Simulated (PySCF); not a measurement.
F2H4OSi2, SMILES F[SiH2]O[SiH2]F. The structure is a stationary point at PBE-D3(BJ)/def2-SVP. Other conformers were not sampled.

Computed equilibrium geometry at PBE-D3(BJ)/def2-SVP (PySCF confirms it by a frequency run) as a Z-matrix, and its point group (one conformer of several):
point group C2.
```
O
Si 1 1.6637
F 2 1.6342 1 108.86
Si 1 1.6637 2 142.33 3 39.83
F 4 1.6342 1 108.86 2 39.83
H 2 1.4932 3 108.57 1 -116.92
H 4 1.4932 5 108.57 1 -116.92
H 2 1.4950 6 113.60 3 119.90
H 4 1.4950 7 113.60 5 119.90
```
